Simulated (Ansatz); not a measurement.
One geometry of Co(SH)2 (CoH₂S₂), several levels of theory.

```yaml
crystal:
  periodic: [false, false, false]
  atoms:
    - {symbol: Co, position_ang: [0.000340, -0.001322, 0.000356]}
    - {symbol: S, position_ang: [-0.023099, -0.040714, 2.145680]}
    - {symbol: H, position_ang: [1.207527, 0.494663, 2.302032]}
    - {symbol: S, position_ang: [0.022476, 0.042143, -2.144872]}
    - {symbol: H, position_ang: [-1.207232, -0.494770, -2.303205]}
basis:
  gaussian: {orbitals: def2-TZVP, initial_orbitals: start.molden}
magnetization: {spin_polarized: true, initial_magnetization: 1}
hamiltonian: {xc: {name: BHLYP}, dispersion: d4}
scf: {omitted_lower_state_checks: [starts]}
output: {orbitals: {seedname: orbitals}}
```

The file start.molden holds the orbitals of an earlier run on this structure, at another level or in another basis.

```sh
$ ansatz run in.yaml --threads 4 --pin off --events-out ev --progress --plain --max-ram 3916MiB
```

It prints (some lines left out):

```
Functional definition: BHLYP
977 factors; integrals over basis functions are off by at most 9.9e-4 eV
mean field evaluation 1: about -59330.1392 eV, gradient 8.1e0 eV
mean field evaluation 2: about -59330.3874 eV, gradient 4.6e-1 eV
mean field evaluation 4: about -59330.5957 eV, gradient 7.6e-2 eV
mean field evaluation 8: about -59330.5958 eV, gradient 7.9e-5 eV
mean field evaluation 16: about -59330.5958 eV, gradient 3.8e-6 eV
mean field -59330.59582070 eV, -2180.3591806886 hartree, gradient 1.7e-6 eV, S^2 1.766166; 0 other end points of the search recorded, 0 dependent functions left out
reference -59330.59597428 eV, -2180.3591863323 hartree; 31, 30 occupied and 100, 101 virtual orbitals, 977 factors
Total energy: -59330.75889741 eV, -2180.3651736472 hartree
Checks for a lower state left out: starts
```

Hardware: 4 threads of Arm Neoverse V2 on a shared host. Wall time 8.5 s.

As the first input, with `hamiltonian: {xc: {name: CAM-B3LYP}, dispersion: d4}` (abridged; 46 s):

```
Functional definition: CAM-B3LYP
mean field evaluation 16: about -59334.9512 eV, gradient 7.8e-3 eV
mean field evaluation 32: about -59334.9513 eV, gradient 7.9e-5 eV
mean field -59334.95125428 eV, -2180.5192399202 hartree, gradient 4.3e-6 eV, S^2 1.756370; 1 other end points of the search recorded, 0 dependent functions left out
Total energy: -59335.04829713 eV, -2180.5228061794 hartree
Checks for a lower state left out: starts
```

As the first input, with `correlation: {method: ccsd_t}`, `scf: {omitted_lower_state_checks: [starts, cluster_reference]}` and without the key `hamiltonian` (abridged; 84 s):

```
Functional definition: HF
mean field -59257.22133990 eV, -2177.6627182539 hartree, gradient 1.7e-8 eV, S^2 1.769325
15 core orbitals not correlated: weight in the atoms' cores, before any rotation towards them, 1.000 or more for the frozen orbitals, at most 0.000 for the correlated occupied ones
second order -22.65750625 eV of doubles, -0.00000000 eV of singles
cycle   1  -22.24374868 eV  change    4.1e-1 eV  update   1.6e-1
cycle   2  -23.10143967 eV  change   -8.6e-1 eV  update   6.1e-2
cycle   3  -23.37917468 eV  change   -2.8e-1 eV  update   5.6e-2
cycle   4  -23.48796284 eV  change   -1.1e-1 eV  update   3.8e-2
cycle   5  -23.61122641 eV  change   -1.2e-1 eV  update   2.5e-2
cycle   6  -23.65551843 eV  change   -4.4e-2 eV  update   9.6e-3
cycle   7  -23.67703307 eV  change   -2.2e-2 eV  update   6.2e-3
cycle   8  -23.68618484 eV  change   -9.2e-3 eV  update   4.0e-3
cycle   9  -23.69135994 eV  change   -5.2e-3 eV  update   2.9e-3
cycle  10  -23.69211212 eV  change   -7.5e-4 eV  update   2.1e-3
[...]
cycle  29  -23.69938963 eV  change    9.4e-6 eV  update   1.2e-4
cycle  30  -23.69927424 eV  change    1.2e-4 eV  update   9.4e-5
cycle  31  -23.69911421 eV  change    1.6e-4 eV  update   7.1e-5
cycle  32  -23.69902428 eV  change    9.0e-5 eV  update   5.4e-5
cycle  33  -23.69888481 eV  change    1.4e-4 eV  update   4.2e-5
cycle  34  -23.69883868 eV  change    4.6e-5 eV  update   3.0e-5
cycle  35  -23.69881213 eV  change    2.7e-5 eV  update   1.9e-5
cycle  36  -23.69882760 eV  change   -1.5e-5 eV  update   1.4e-5
cycle  37  -23.69884527 eV  change   -1.8e-5 eV  update   8.7e-6
cycle  38  -23.69886549 eV  change   -2.0e-5 eV  update   5.7e-6
cycle  39  -23.69887178 eV  change   -6.3e-6 eV  update   4.4e-6
perturbative correction -1.10029872 eV, -0.0404352322 hartree
WARN: the results are in doubt because among natural orbitals the method converges to other amplitudes
Total energy: -59282.02051039 eV, -2178.5740709602 hartree
In doubt: among natural orbitals the method converges to other amplitudes
Checks for a lower state left out: starts, cluster_reference
```

First input, but with `hamiltonian: {xc: pbe, dispersion: d4}` (abridged; 6.5 s):

```
Functional definition: PBE
mean field evaluation 16: about -59317.0203 eV, gradient 3.8e-1 eV
mean field -59317.02290755 eV, -2179.8603853304 hartree, gradient 7.1e-6 eV, S^2 1.386965
Total energy: -59317.13066443 eV, -2179.8643453224 hartree
Checks for a lower state left out: starts
```

Geometry: r2SCAN-D4/def2-TZVP.

Correlated methods freeze 15 core orbitals; core or outer-core shells of Co are correlated, in sets that lack core-valence functions. At BHLYP-D4/def2-TZVP, CAM-B3LYP-D4/def2-TZVP, CCSD(T)/def2-TZVP, PBE-D4/def2-TZVP the charge 0 doublet is spin-contaminated (final ⟨S²⟩ up to 1.77, 0.75 for a pure state). At CCSD(T)/def2-TZVP the program marks the result for the charge 0 doublet as doubtful (other amplitudes). The geometry of the doublet was relaxed on an unsound state (⟨S²⟩ 1.70, where a pure state has 0.75). At PBE0-D4/def2-TZVP a quartet of charge 0 lies 0.81 eV below the doublet, each at its own geometry.
